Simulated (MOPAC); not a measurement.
MOPAC input (AM1):

```
AM1 1SCF UHF MS=0.5 GEO-OK AUX(PRECISION=9) THREADS=1
CH2N

C    -0.62794851 1    0.14455976 1    0.02211786 1
N     0.49295516 1   -0.32648534 1   -0.03155171 1
H    -1.02369726 1    1.16622664 1    0.09804423 1
H     1.34070217 1    0.25181215 1   -0.00988943 1
```

Output:

```
 *******************************************************************************
 **                                                                           **
 **                              MOPAC v23.2.5                                **
 **                                                                           **
 *******************************************************************************
 ** MOPAC's Digital Object Identifier: https://doi.org/10.5281/zenodo.6511958 **
 **                                                                           **
 ** Please cite the open-source release paper for use of this MOPAC version:  **
 ** J. E. Moussa and J. J. P. Stewart (2026)                                  **
 ** MOPAC: An open-source semiempirical molecular orbital program             **
 ** J. Open Source Softw., 11(119), 8025, https://doi.org/10.21105/joss.08025 **
 *******************************************************************************

                              AM1 CALCULATION RESULTS

 *******************************************************************************
 *  AM1        - The AM1 Hamiltonian to be used
 *  GEO-OK     - OVERRIDE INTERATOMIC DISTANCE AND OTHER SAFETY CHECKS
 *  UHF        - UNRESTRICTED HARTREE-FOCK CALCULATION
 *  MS=        - IN MECI, MAGNETIC COMPONENT OF SPIN =  0.5
 *  1SCF       - DO 1 SCF AND THEN STOP
 *  AUX        - OUTPUT AUXILIARY INFORMATION
 *******************************************************************************
AM1 1SCF UHF MS=0.5 GEO-OK AUX(PRECISION=9) THREADS=1
 CH2N

   ATOM   CHEMICAL          X               Y               Z
  NUMBER   SYMBOL      (ANGSTROMS)     (ANGSTROMS)     (ANGSTROMS)

     1       C         -0.62794851  *   0.14455976  *   0.02211786  *
     2       N          0.49295516  *  -0.32648534  *  -0.03155171  *
     3       H         -1.02369726  *   1.16622664  *   0.09804423  *
     4       H          1.34070217  *   0.25181215  *  -0.00988943  *

          CARTESIAN COORDINATES

    NO.       ATOM           X           Y           Z

     1         C         -0.6279      0.1446      0.0221
     2         N          0.4930     -0.3265     -0.0316
     3         H         -1.0237      1.1662      0.0980
     4         H          1.3407      0.2518     -0.0099

  H: (AM1): M.J.S. DEWAR ET AL, J. AM. CHEM. SOC. 107 3902-3909 (1985)
  C: (AM1): M.J.S. DEWAR ET AL, J. AM. CHEM. SOC. 107 3902-3909 (1985)
  N: (AM1): M.J.S. DEWAR ET AL, J. AM. CHEM. SOC. 107 3902-3909 (1985)

           Empirical Formula: C H2 N  =     4 atoms

      MOLECULAR POINT GROUP   :   Cs

          UHF CALCULATION, NO. OF ALPHA ELECTRONS =    6
                           NO. OF BETA  ELECTRONS =    5

 -------------------------------------------------------------------------------
 AM1 1SCF UHF MS=0.5 GEO-OK AUX(PRECISION=9) THREADS=1
 CH2N

     1SCF WAS SPECIFIED, SO BFGS WAS NOT USED
     SCF FIELD WAS ACHIEVED

                              AM1 CALCULATION
                                                       MOPAC v23.2.5 Linux

          FINAL HEAT OF FORMATION =         59.23167 KCAL/MOL =     247.82529 KJ/MOL

          COSMO AREA              =         63.78 SQUARE ANGSTROMS
          COSMO VOLUME            =         45.72 CUBIC ANGSTROMS

          IONIZATION POTENTIAL    =          9.477057 EV
          ALPHA SOMO LUMO (EV)    =         -9.477  1.431
          BETA  SOMO LUMO (EV)    =        -11.852  0.236
          NO. OF ALPHA ELECTRONS  =          6
          NO. OF BETA  ELECTRONS  =          5
          MOLECULAR WEIGHT        =         28.0335         POINT GROUP:  Cs

          MOLECULAR DIMENSIONS (Angstroms)

            Atom       Atom       Distance
            H     4    H     3     2.53736
            H     3    N     2     0.84643
            C     1    N     2     0.00000

          SCF CALCULATIONS        =          1

   ATOM   CHEMICAL          X               Y               Z
  NUMBER   SYMBOL      (ANGSTROMS)     (ANGSTROMS)     (ANGSTROMS)

     1       C         -0.62794851  *   0.14455976  *   0.02211786  *
     2       N          0.49295516  *  -0.32648534  *  -0.03155171  *
     3       H         -1.02369726  *   1.16622664  *   0.09804423  *
     4       H          1.34070217  *   0.25181215  *  -0.00988943  *

                             CARTESIAN COORDINATES

   1    C       -0.627948510     0.144559760     0.022117860
   2    N        0.492955160    -0.326485340    -0.031551710
   3    H       -1.023697260     1.166226640     0.098044230
   4    H        1.340702170     0.251812150    -0.009889430

           Empirical Formula: C H2 N  =     4 atoms

      MOLECULAR POINT GROUP   :   Cs

          ALPHA EIGENVALUES
 -36.49511 -22.49609 -17.81600 -13.10077 -13.00064  -9.47706   1.43082   3.40434
   4.04361   6.57607

           BETA EIGENVALUES
 -36.21556 -21.53518 -17.32862 -12.82003 -11.85166   0.23607   1.94199   3.95356
   4.35326   7.47930

              NET ATOMIC CHARGES AND DIPOLE CONTRIBUTIONS

  ATOM NO.   TYPE          CHARGE      No. of ELECS.   s-Pop       p-Pop
    1          C          -0.099151        4.0992     1.39204     2.70711
    2          N          -0.241250        5.2412     1.64584     3.59541
    3          H           0.150609        0.8494     0.84939
    4          H           0.189792        0.8102     0.81021
 DIPOLE           X         Y         Z       TOTAL
 POINT-CHG.     0.209     1.383     0.088     1.401
 HYBRID         0.374     1.110     0.066     1.173
 SUM            0.584     2.492     0.154     2.564

          ATOMIC ORBITAL ELECTRON POPULATIONS

     Atom    s        px        py        pz
    1  C   1.39204   0.97129   0.91767   0.81814
    2  N   1.64584   1.02607   1.38616   1.18317
    3  H   0.84939
    4  H   0.81021

                    (SZ)    =    0.500000
                    (S**2)  =    0.765909

          ATOMIC ORBITAL SPIN POPULATIONS

    Atom   Total    s     px     py     pz
         Atomic
    1  C  0.8073  0.150  0.209  0.352  0.096
    2  N -0.0537  0.054 -0.025  0.013 -0.095
    3  H  0.0916  0.092
    4  H  0.1548  0.155

 **********************
 *                    *
 * JOB ENDED NORMALLY *
 *                    *
 **********************

 == MOPAC DONE ==
```

The geometry given is a B3LYP-D3(BJ)/def2-TZVP minimum.
